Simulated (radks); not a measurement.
The gold anion Au- inside a hard spherical wall (all orbitals vanish at R), configuration held at [Hg] and not refilled when levels cross. All-electron calculation, scalar-relativistic Kohn-Sham, PBE, spin-unpolarised, spherical densities, point nucleus. Program: a radial shooting solver on a logarithmic mesh with Libxc functionals. Eigenvalues in eV, with the zero of energy where the potential of the charges vanishes at infinity; a dash marks a level that is unbound or too diffuse for the functional's potential to be trusted. A positive occupied level is held by the wall or, in an anion where self-interaction has pushed it up, behind a barrier. The pressure on the wall is -dE/dV.

R (bohr) = 12: E (hartree) -19011.9621; kinetic (hartree) 21278.109; e(4f) -74.186; e(5p) -52.743; e(5d) 0.161; e(6s) 0.547; e(6p, empty) 3.787; e(7s, empty) 4.308; pressure (GPa) 0.00610
R (bohr) = 10: E (hartree) -19011.9605; kinetic (hartree) 21278.121; e(4f) -74.056; e(5p) -52.611; e(5d) 0.291; e(6s) 0.667; e(6p, empty) 4.406; e(7s, empty) 5.795; pressure (GPa) 0.0379
R (bohr) = 8: E (hartree) -19011.9523; kinetic (hartree) 21278.170; e(4f) -73.664; e(5p) -52.213; e(5d) 0.673; e(6s) 1.032; e(6p, empty) 5.494; e(7s, empty) 8.930; pressure (GPa) 0.310
R (bohr) = 6: E (hartree) -19011.9008; kinetic (hartree) 21278.434; e(4f) -72.249; e(5p) -50.811; e(5d) 1.980; e(6s) 2.395; e(6p, empty) 8.217; e(7s, empty) 17.317; pressure (GPa) 3.96
R (bohr) = 2.5: E (hartree) -19005.6470; kinetic (hartree) 21302.644; e(4f) -33.115; e(5p) -17.575; e(5d) 36.141; e(6s) 57.158; e(6p, empty) 82.491; e(7s, empty) 197.38; pressure (GPa) 4530
R (bohr) = 2: E (hartree) -18993.8886; kinetic (hartree) 21345.221; e(4f) 2.555; e(5p) 12.027; e(5d) 72.083; e(6s) 130.32; e(6p, empty) 170.51; e(7s, empty) 376.58; pressure (GPa) 24400
R (bohr) = 1.5: E (hartree) -18946.1867; kinetic (hartree) 21504.015; e(4f) 86.005; e(5p) 97.107; e(5d) 177.33; e(6s) 358.25; e(6p, empty) 425.35; e(7s, empty) 853.30; pressure (GPa) 198000
